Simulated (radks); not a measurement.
Values are calculated unless marked as measured or tabulated.
Effect of the nuclear size on neutral antimony, [Kr] 4d10 5s2 5p3. Code: a radial shooting solver on a logarithmic mesh with Libxc functionals. Model: Dirac Kohn-Sham, PBE, spin-unpolarised, spherical densities, finite nucleus; open shells are shared between the two j in proportion to 2j + 1; Fermi nuclear charge, rms radius 4.6802 fm. The rms radius is varied about that value; shifts are against it.

rms radius (fm)  total energy shift (eV)  density at nucleus (e/bohr^3)  1s1/2 shift (meV)  2s1/2 shift (meV)  4s1/2 shift (meV)  4p1/2 shift (meV)  5s1/2 shift (meV)
3.8658                             -1.48                      2.154e+05               -622              -71.8              -2.75              0.223             -0.278
4.4509                            -0.442                      2.106e+05               -185              -21.4             -0.819              0.066             -0.083
4.6802                                 0                      2.089e+05              0.000              0.000              0.000              0.000              0.000
5.1014                             0.860                      2.061e+05                360               41.6               1.59             -0.129              0.161
5.6022                              1.96                       2.03e+05                822               94.9               3.64             -0.294              0.368

Slopes of the eigenvalues against <r^2> in GHz/fm^2, as finite differences over the two radii next to the reference (eigenvalue slopes, not the field-shift constants of lines): 1s1/2 21200, 2s1/2 2450, 4s1/2 93.9, 4p1/2 -7.60, 5s1/2 9.51.
